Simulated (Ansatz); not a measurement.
# Two structures, one formula

Two relaxed structures of SnH$_{3}$Se (charge +1), closed shell (PBE0-D4/def2-TZVP; forces vanish, vibrations not checked).

A:

| atom | x (Å) | y (Å) | z (Å) |
| --- | --- | --- | --- |
| Se1 | 0.5206 | -1.6446 | 0.4583 |
| Sn2 | -0.2441 | 0.4355 | -0.5178 |
| H3 | 0.7159 | -1.0008 | 1.7704 |
| H4 | -0.6693 | 0.3872 | -2.1471 |
| H5 | -0.3231 | 1.8227 | 0.4362 |

B:

```xyz
5
angstrom
Se -0.9060 0.4213 -0.4193
Sn 0.8219 -1.6648 0.4229
H 0.6187 -0.8622 1.9803
H -0.4018 0.5552 -1.7961
H -0.0507 1.5096 0.0824
```

Computed with Ansatz 0.2.0 (basis: def2-TZVPP); correlated methods freeze the cores. Filled d shells of the heavier atoms are correlated. Core potentials replace the inner electrons of the atoms past krypton. The def2 sets are not built for correlating such inner shells, so the correlated values are less sure here. B3LYP uses VWN-RPA correlation.

(1) Which structure is lower at CCSD(T), and by how much? (To be estimated.)

No T1 diagnostic of these runs exceeds 0.016.

Results:

(1) By the calculation: B, by 5.38 kcal/mol (electronic energy, against the other). By their contacts, A is SnH₃Se ([SeH][SnH2]), total charge +1 and B is SnH₃Se ([SeH2][SnH]), total charge +1.

All methods give the same order:

| method | E(B) − E(A) (kcal/mol) |
| --- | --- |
| PBE-D4 | -6.92 |
| r2SCAN-D4 | -4.37 |
| PBE0-D4 | -5.68 |
| B3LYP-D4 | -9.20 |
| wB97M-V | -6.25 |
| HF | -5.76 |
| MP2 | -6.27 |
| CCSD | -6.44 |
| CCSD(T) | -5.38 |

Labels in which every atom is bracketed show which atoms are joined, not bond orders.

For scale, one of the runs: CCSD(T)/def2-TZVPP, 140 basis functions, launched by `ansatz run in.yaml --threads 2 --pin off --events-out ev --progress --plain --max-ram 4352MiB`. Hardware: 2 CPU threads of an Arm Neoverse V2, shared host. Wall time 28 s; peak host memory 0.89 GiB.
